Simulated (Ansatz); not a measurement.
Zn₇S₇⁻, relaxed as a doublet with UKS r2SCAN-D4/def2-SVP in Ansatz, starting from the r2SCAN-D4/def2-SVP geometry of the neutral singlet. Force threshold 0.03 eV/Å.

The relaxation made no stability test and no search for a lower SCF solution.

Start:

```xyz
14

Zn   -0.505   -1.960   -1.472
Zn   -1.054    2.300    1.080
Zn   -1.364   -0.236    1.645
Zn    1.518    0.897    1.502
Zn    1.785   -1.592    0.312
Zn   -1.696    0.857   -1.175
Zn    0.840    0.167   -2.154
S    -0.205    1.361    2.960
S    -0.544   -2.168    0.807
S     1.783   -1.905   -1.993
S    -3.013    1.179    0.606
S     0.565    1.927   -0.640
S    -1.342   -0.387   -2.979
S     3.233   -0.441    1.499
```

```csv
step,energy (eV),largest force component (eV/Å),SCF passes
1,-414726.9006,1.232,24
2,-414727.1015,0.840,28
3,-414727.3073,0.372,30
4,-414727.3740,0.261,26
5,-414727.4170,0.206,24
6,-414727.4347,0.245,24
7,-414727.4459,0.050,20
8,-414727.4472,0.023,22
```

Force components are those of the run's own axes.

End:

Cartesian coordinates in Å:
```
Zn -0.5261 -1.9517 -1.4466
Zn -1.5044 2.6976 1.5166
Zn -1.2966 -0.1800 1.5623
Zn 1.4326 0.9426 1.3379
Zn 1.7666 -1.6247 0.2765
Zn -1.4568 1.0001 -1.0671
Zn 0.9506 0.0483 -2.1972
S -0.1850 1.2918 2.9317
S -0.5262 -2.2101 0.8134
S 1.7681 -2.0892 -2.0176
S -3.0108 1.0232 0.5557
S 0.7240 1.8313 -0.7953
S -1.3212 -0.3648 -2.9116
S 3.1851 -0.4145 1.4413
```

Bonds lost: Zn2–S12 (atoms count from 1).

No frequencies were taken in this run, so the end may be a saddle point.

It took 42 s on 2 threads of AMD EPYC 7R13 on a shared host and a share (18 GiB) of an NVIDIA H100 80GB HBM3, peak host memory 1.1 GiB.
